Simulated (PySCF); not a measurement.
Compound: C6H7OP.
Cartesian coordinates in Å at the PBE0-D3(BJ)/def2-SVP level; atoms count from 1:
```
atom  x, y, z in Å
C1     2.554    0.916   -0.755
O2     1.604   -0.079   -1.025
C3     0.452   -0.070   -0.329
C4    -0.430   -1.107   -0.659
C5    -1.672   -1.284   -0.069
C6    -2.174   -0.438    0.926
C7    -1.460    0.650    1.400
P8     0.120    1.167    0.888
H9     3.413    0.720   -1.409
H10    2.879    0.887    0.301
H11    2.154    1.924   -0.965
H12   -0.091   -1.802   -1.433
H13   -2.284   -2.128   -0.400
H14   -3.164   -0.647    1.342
H15   -1.917    1.268    2.181
```

All values: PBE0/pcSseg-1 (PySCF, non-relativistic), on one gas-phase PBE0-D3(BJ)/def2-SVP geometry that isn't relaxed in the solvent. The solvent is an IEF-PCM continuum (cavity from Bondi-type radii × 1.2). Only the electrostatic response of the medium enters.

| medium | total energy (Eh) | HOMO (eV) | LUMO (eV) | dipole (D) |
| --- | --- | --- | --- | --- |
| gas phase | -648.862680 | -6.574 | -1.314 | 0.409 |
| dichloromethane (ε = 8.93) | -648.868223 | -6.652 | -1.401 | 0.568 |

Q: What is E(solvent) − E(gas) in dichloromethane, in kcal/mol?

A: -648.868223 − (-648.862680) = -0.005543 Eh = -3.48 kcal/mol.

Q: Scale it by Onsager's factor (ε − 1)/(2ε + 1) to dimethylsulfoxide (ε = 46.83), and compare with the calculation.

A: The factor goes from 0.420 to 0.484, a ratio of 1.151, which gives -4.01 kcal/mol. The calculation gives -4.08 kcal/mol (total energy -648.869182 Eh), so the scaled value is 1.8 % too small in size.

Q: Scale the changes of the other columns the same way. What are the values in dimethylsulfoxide?

A: 
| quantity | scaled | computed | difference |
| --- | --- | --- | --- |
| HOMO (eV) | -6.664 | -6.677 | +0.013 |
| LUMO (eV) | -1.414 | -1.426 | +0.012 |
| dipole (D) | 0.592 | 0.604 | -0.012 |

Q: How does each lowering split into the polarisation term (half the interaction with the induced surface charges) and the distortion of the solute's density?

A: dichloromethane: -3.85 + 0.37 kcal/mol, the distortion taking back 10 % of the polarisation term; dimethylsulfoxide: -4.59 + 0.51 kcal/mol, the distortion taking back 11 % of the polarisation term.
